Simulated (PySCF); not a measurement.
## How the method changes the constants of KO

State: ²Π (doublet), unpaired electrons π ↑. Set-up: basis K 6-311G(d,p), O 6-311G(d,p); no relativity; PySCF 2.14. De refers to K + O in their high-spin ground configurations, without counterpoise correction. The functionals are run spin-unrestricted. A positive dipole means K(−)O(+).

```
      Level  Re (Å)  ωe (cm⁻¹)  De (eV)  μ (D)  CPU s a point (SCF and correlation, without the integrals)
        UHF   2.336        412     0.69  -9.28                                                        0.52
    UHF-MP2   2.322        410     1.94    n/a                                                         0.7
UHF-SCS-MP2   2.327        408     1.93    n/a                                                         n/a
   UHF-CCSD   2.328        407     1.80    n/a                                                         n/a
UHF-CCSD(T)   2.328        405     1.86    n/a                                                         6.7
        PBE   2.303        387     2.79  -7.04                                                         0.6
     r²SCAN   2.293        407     2.71  -7.81                                                         1.3
      B3LYP   2.302        402     2.56  -7.78                                                        0.77
       PBE0   2.287        411     2.46  -7.95                                                        0.97
      B97-3   2.302        406     2.61  -8.26                                                        0.57
     M06-2X   2.295        426     2.56  -8.48                                                        0.93
```

Question: Which functional lies closest to UHF-CCSD(T) in De, which farthest, and by how much do they differ from it?

Answer: Closest is PBE0 (-4.1 pm in Re, +1.5 % in ωe, +0.60 eV in De against UHF-CCSD(T) in the same basis), farthest PBE (-2.5 pm in Re, -4.4 % in ωe, +0.93 eV in De). CCSD(T) converges more slowly with the basis than the functionals do and binds too weakly in this one, so the order can change at the basis-set limit.

Question: What does a quarter of exact exchange do here, going from PBE to PBE0?

Answer: PBE0 less PBE: -1.6 pm in Re, +6.2 % in ωe, -0.33 eV in De. Exact exchange removes part of the self-interaction that spreads semilocal densities, and in most molecules shortens and stiffens the bond and lowers De; so it does here.

Question: What does second-order correlation do here, going from UHF to UHF-MP2?

Answer: UHF-MP2 less UHF: -1.4 pm in Re, -0.5 % in ωe, +1.25 eV in De. Correlation nearly always deepens the well. The bond shortens, as in weak, metallic or heavy-atom bonds, where dispersion and the correlation of outer-core electrons pull the atoms together.

Correlated steps freeze 6 core orbitals. The state is the lowest determinant that a PBE0 search found; another state may lie lower at other levels.

The whole job (state search and all levels along the bond) took about 2.4 min on 1 thread of Oxide Virtual Turin-like (shared host), peak memory 0.69 GiB.
